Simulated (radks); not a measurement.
Q: The table gives one normalised radial function P(r) = r R(r) of He+ in 1s1 (r in bohr). All-electron calculation, non-relativistic Kohn-Sham, exchange-only PBE, spin-polarised, spherical densities, point nucleus; open shells are filled with parallel spins first. Program: a radial shooting solver on a logarithmic mesh with Libxc functionals.

r         P
0.03394  0.1812
0.03951  0.2086
0.046    0.2396
0.05355  0.2747
0.06234  0.3140
0.07258  0.3580
0.08449  0.4068
0.09836  0.4603
0.1145   0.5184
0.1333   0.5808
0.1552   0.6465
0.1807   0.7144
0.2103   0.7827
0.2448   0.8491
0.285    0.9106
0.3318   0.9636
0.3863   1.0042
0.4497   1.0279
0.5236   1.0308
0.6095   1.0094
0.7096   0.9616
0.826    0.8876
0.9616   0.7901
1.119    0.6746
1.303    0.5492
1.517    0.4235
1.766    0.3065
2.056    0.2060
2.394    0.1269
2.787    0.0705

Which n and l does it have? It may be an empty orbital.

A: n = 1, l = 0: the number of nodes gives n - l - 1 = 0, the rise at small r (about r^(l+1)) gives l, and the extent must fit the shell. The curve is that of 1s up; the table hardly tells the two spins apart. 1s up: eigenvalue -41.782 eV, 0 radial nodes, <r> = 0.762 bohr, 90 % of the charge inside 1.36 bohr.
